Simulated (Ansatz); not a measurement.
Abridged output of a molecular run in Ansatz:

```
Functional definition: HF
1403 factors; integrals over basis functions are off by at most 1.2e-3 eV
mean field evaluation 1: about -37645.8491 eV, gradient 4.4e1 eV
mean field evaluation 2: about -37645.9383 eV, gradient 4.4e1 eV
mean field evaluation 4: about -37650.4096 eV, gradient 3.4e0 eV
mean field evaluation 8: about -37650.4707 eV, gradient 3.2e-1 eV
mean field -37650.47115035 eV, -1383.6292943693 hartree, gradient 2.7e-6 eV, S^2 0.000000; 0 other end points of the search recorded, 0 dependent functions left out
21 core orbitals not correlated: weight in the atoms' cores, before any rotation towards them, 1.000 or more for the frozen orbitals, at most 0.000 for the correlated occupied ones
reference -37650.47115035 eV, -1383.6292943693 hartree; 23, 23 occupied and 94, 94 virtual orbitals, 1403 factors
second order -20.98656630 eV of doubles, -0.00000000 eV of singles
cycle   1  -21.83466139 eV  change   -8.5e-1 eV  update   1.3e-1
cycle   2  -22.45510604 eV  change   -6.2e-1 eV  update   4.0e-2
cycle   3  -22.63625812 eV  change   -1.8e-1 eV  update   2.4e-2
cycle   4  -22.63631415 eV  change   -5.6e-5 eV  update   5.9e-3
cycle   5  -22.62981127 eV  change    6.5e-3 eV  update   2.7e-3
cycle   6  -22.62979824 eV  change    1.3e-5 eV  update   8.5e-4
cycle   7  -22.62967754 eV  change    1.2e-4 eV  update   3.0e-4
cycle   8  -22.62959572 eV  change    8.2e-5 eV  update   1.2e-4
cycle   9  -22.62963051 eV  change   -3.5e-5 eV  update   4.4e-5
perturbative correction -0.56416852 eV, -0.0207328107 hartree
Total energy: -37673.66494938 eV, -1384.4816507624 hartree
```

Its atoms:

```xyz
12

F    -1.302    2.351   -1.944
In   -1.496    0.551   -1.249
Cl   -3.336   -0.621   -1.939
N    -0.012    0.007   -0.010
Si   -0.019   -1.574    0.709
Si    1.278    1.123    0.337
H    -0.057   -1.491    2.193
H     1.189   -2.349    0.319
H    -1.234   -2.287    0.228
H     2.203    0.431    1.277
H     0.767    2.363    0.975
H     2.019    1.497   -0.895
```

(1) Which basis set was used?
A. def2-SVP
B. def2-QZVPP
C. cc-pV(Q+d)Z
D. def2-TZVPPD

(2) Write the keys of the input that set method, charge and spin (a neutral closed shell needs none for the last two).

Results:

(1) A. It gives 138 functions.

(2) 
```yaml
correlation: {method: ccsd_t}
```
